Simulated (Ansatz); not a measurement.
Consider the ligand exchange at the Si–C bond: `O[SiH](O)C[SiH2]F` + `N[SiH](O)F` → `O[SiH](F)N[SiH2]F` + `C[SiH](O)O`.

Isolated molecules relaxed with PBE0-D4/def2-TZVP in Ansatz; ΔE leaves out vibrations. CCSD(T)/CBS adds triple-zeta CCSD(T) − MP2 to the extrapolated MP2 energy (def2 sets, frozen cores). This one scheme is used for every species. DFT in def2-TZVPP. One conformer a species, not always the lowest.

```json
{"level": "PBE0-D4", "ΔE (kcal/mol)": "-11.6"}
{"level": "CCSD/def2-TZVPP", "ΔE (kcal/mol)": "-13.5"}
{"level": "HF/def2-QZVPP", "ΔE (kcal/mol)": "-16.2"}
{"level": "SCS-MP2/def2-QZVPP", "ΔE (kcal/mol)": "-14.0"}
```

(1) What does CCSD(T)/CBS give? (An estimate is asked.)

Largest T1 diagnostic among the species: 0.012.

Results:

(1) Ansatz gave: -13.1 kcal/mol. The listed levels differ from it by 1.5, -0.4, -3.1, -0.9 kcal/mol.

The D4 term adds +1.1 kcal/mol with B3LYP and +0.6 kcal/mol with PBE0; it sums over pairs of atoms, weighted by their polarisabilities, and B3LYP, whose exchange is more repulsive, gets the larger term. In def2-TZVPP, CCSD(T) changes the Hartree–Fock value by +2.7 kcal/mol (the triples alone add +0.3 kcal/mol) and MP2 by +2.6 kcal/mol.

B3LYP here is the variant with VWN-RPA as its local correlation; programs differ in this.
